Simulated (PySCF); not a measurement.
## Continuum solvent and chemical shifts

Structure with atom numbers: `[CH:1]#[C:2]/[CH:3]=[CH:4]/[C@:5]12[CH2:6][CH2:7][C@H:8]([CH2:9]1)[CH2:10]2`. Each H is labelled by its parent atom. Ha(C9), Ha(C10) are cis to C7 on the ring; Hb(C9), Hb(C10) are trans to C7 on the ring.

GIAO PBE0/pcSseg-1 in PySCF on one PBE0-D3(BJ)/def2-SVP conformer, non-relativistic, equivalent nuclei averaged. Solvents enter as an IEF-PCM continuum (acetone with ε = 20.5, water with ε = 78.4) around the gas-phase geometry. Shifts are referred to TMS computed in the same medium.

In acetone, δ in ppm: C4 164.9, C3 113.1, C1 87.8, C2 87.0, C5 55.7, C9/C10 44.8, C8 38.4, C6 36.0, C7 31.8, H(C4) 6.94, H(C3) 5.61, H(C1) 3.42, H(C8) 2.26, H(C7) 1.74. Dipole moment 1.68 D.

Question: How does each δ change in the more polar medium?

Answer: 
| atoms | environment | Δδ, water |
| --- | --- | --- |
| C4 | alkene CH | +0.3 |
| C3 | alkene CH | -0.1 |
| C1 | terminal alkyne carbon | +0.1 |
| C2 | alkyne carbon | +0.1 |
| C5 | allylic quaternary sp3 carbon | +0.1 |
| C9/C10 | sp3 CH2 in a ring | +0.1 |
| C8 | sp3 CH in a ring | 0.0 |
| C6 | sp3 CH2 in a ring | 0.0 |
| C7 | sp3 CH2 in a ring | 0.0 |
| H(C4) | hydrogen on an alkene CH | +0.02 |
| H(C3) | hydrogen on an alkene CH | +0.01 |
| H(C1) | hydrogen on a terminal alkyne carbon | +0.03 |
| H(C8) | hydrogen on an sp3 CH in a ring | 0.00 |
| H(C7) | hydrogen on an sp3 CH2 in a ring | 0.00 |

Changes are relative to acetone. The dipole moment becomes 1.70 D in water.

Question: Which nuclei move most (in ppm), and what does the model miss?

Answer: C4 (alkene CH, +0.3 ppm) in water. A continuum only polarises the solute; specific hydrogen bonds, the anisotropy of aromatic solvents and changes of geometry or conformer are outside it.
